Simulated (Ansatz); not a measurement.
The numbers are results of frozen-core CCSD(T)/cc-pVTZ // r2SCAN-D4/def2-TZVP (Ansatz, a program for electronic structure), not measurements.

Ansatz 0.2 input:
```yaml
crystal:
  periodic: [false, false, false]
  atoms:
    - { symbol: C, position_ang: [-1.143781, 0.014472, 0.379782] }
    - { symbol: S, position_ang: [0.30182, -1.053684, 0.528191] }
    - { symbol: C, position_ang: [1.477086, -0.139134, -0.417587] }
    - { symbol: O, position_ang: [1.287942, 0.908889, -0.979913] }
    - { symbol: H, position_ang: [-1.454885, 0.345399, 1.369145] }
    - { symbol: H, position_ang: [-0.850659, 0.870819, -0.230193] }
    - { symbol: H, position_ang: [-1.952455, -0.532234, -0.102204] }
    - { symbol: H, position_ang: [2.447244, -0.66891, -0.429985] }
basis:
  gaussian: { orbitals: cc-pVTZ }
correlation:
  method: ccsd_t
```

Output:

```
Functional definition: HF
1036 factors; integrals over basis functions are off by at most 9.8e-4 eV
mean field evaluation 1: about -14976.8618 eV, gradient 3.8e1 eV
mean field evaluation 2: about -14977.1158 eV, gradient 3.9e1 eV
mean field evaluation 4: about -14980.3906 eV, gradient 4.2e0 eV
mean field evaluation 8: about -14980.4872 eV, gradient 5.8e-1 eV
mean field evaluation 16: about -14980.4911 eV, gradient 2.6e-6 eV
mean field -14980.49105971 eV, -550.5228923028 hartree, gradient 2.6e-6 eV, S^2 0.000000; 0 other end points of the search recorded, 0 dependent functions left out
8 core orbitals not correlated
reference -14980.49105971 eV, -550.5228923028 hartree; 12, 12 occupied and 160, 160 virtual orbitals, 1036 factors
second order -20.24701178 eV of doubles, -0.00000000 eV of singles
cycle   1  -20.31501099 eV  change   -6.8e-2 eV  update   1.2e-1
cycle   2  -20.87293324 eV  change   -5.6e-1 eV  update   3.8e-2
cycle   3  -21.02527503 eV  change   -1.5e-1 eV  update   2.1e-2
cycle   4  -21.01280615 eV  change    1.2e-2 eV  update   6.0e-3
cycle   5  -21.00965871 eV  change    3.1e-3 eV  update   2.9e-3
cycle   6  -21.01075833 eV  change   -1.1e-3 eV  update   1.1e-3
cycle   7  -21.01009195 eV  change    6.7e-4 eV  update   4.5e-4
cycle   8  -21.00998619 eV  change    1.1e-4 eV  update   1.8e-4
cycle   9  -21.01004683 eV  change   -6.1e-5 eV  update   7.2e-5
cycle  10  -21.01003171 eV  change    1.5e-5 eV  update   2.7e-5
perturbative correction -0.98540936 eV, -0.0362131259 hartree
Total energy: -15002.48650077 eV, -551.3312098529 hartree
```

Cost: about 60 core-seconds (a rough figure).
